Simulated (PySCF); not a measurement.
B3LYP has the VWN-RPA correlation part, as in Gaussian. 

Cartesian coordinates (Å):
SMILES: C[N]C
```xyz
9

C      1.1619     0.0606    -0.3858
N      0.1530     0.5667     0.4914
C     -1.1375     0.0320     0.1879
H      0.9325     0.2872    -1.4498
H      2.1484     0.4857    -0.1453
H      1.2355    -1.0472    -0.3272
H     -1.4383     0.2527    -0.8594
H     -1.1498    -1.0764     0.2732
H     -1.9058     0.4388     0.8630
```
Charge 0, spin multiplicity 2.

Predict the dipole moment, highest occupied spin orbital and total energy from B3LYP-D3(BJ)/def2-TZVP // r2SCAN-D4/def2-SVP (PySCF).


The dipole moment is 1.73 D. The highest occupied spin orbital is -6.86 eV. The total energy is -134.5715 Ha.
